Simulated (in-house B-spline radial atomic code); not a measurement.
Ionising C2+ with different functionals

Computed with a B-spline radial code for spherical atoms: non-relativistic Hamiltonian, point nucleus, spin-polarised at highest spin, spherical fractional occupations for the functionals, the average over the highest-spin determinants for Hartree-Fock. The ionisation energy is the difference of two self-consistent energies, [He] 2s2 → [He] 2s1, without Breit or QED terms; ε is the level of the shell that loses the electron (its least bound occupied spin orbital).

```tsv
method	rung	ΔSCF (eV)	-ε(2s) (eV)
Hartree-Fock	Hartree-Fock	45.78	46.10
HF fractional	Hartree-Fock	45.78	46.10
LDA VWN5	LDA	46.95	40.16
LDA PW92	LDA	46.94	40.15
LDA exchange-only	LDA	45.02	38.70
PBE	GGA	?	?
PBEsol	GGA	46.82	40.16
BLYP	GGA	47.10	40.28
RPBE	GGA	47.22	40.40
PW91	GGA	?	?
BP86	GGA	47.18	40.45
AM05	GGA	46.76	40.10
OLYP	GGA	47.10	40.34
TPSS	meta-GGA	47.14	40.65
r2SCAN	meta-GGA	46.62	40.67
M06-L	meta-GGA	46.88	40.83
revTPSS	meta-GGA	47.11	40.73
PBE0	global hybrid	47.04	42.04
B3LYP	global hybrid	47.23	41.77
TPSSh	global hybrid	47.12	41.29
M06-2X	global hybrid	47.31	43.70
BHandHLYP	global hybrid	47.02	43.62
r2SCAN0	global hybrid	46.69	42.21
B97-1	global hybrid	47.21	41.76
HSE06	range-separated hybrid	47.04	41.61
wB97X	range-separated hybrid	46.51	44.67
CAM-B3LYP	range-separated hybrid	47.21	43.60
LC-wPBE	range-separated hybrid	47.21	45.28
```

(1) What does PBE give?

(2) What does PW91 give?

(3) Among the functionals, which spreads more, the ΔSCF values or the orbital energies?

(4) How do they compare with the NIST value?

## Answers

(1) ΔSCF 47.11 eV, and -ε(2s) = 40.36 eV.

(2) ΔSCF 47.20 eV, and -ε(2s) = 40.42 eV.

(3) The orbital energies: ΔSCF values span about 2.29 eV and the orbital energies 6.58 eV.

(4) NIST lists 47.888 eV (measured, ground level to ground level). Errors run from -2.87 to -0.57 eV; M06-2X is closest (-0.57 eV), but part of that can be cancellation, since the calculations leave out relativity, Breit-QED terms, the near-degeneracy of s² and p². Hartree-Fock also lacks correlation.
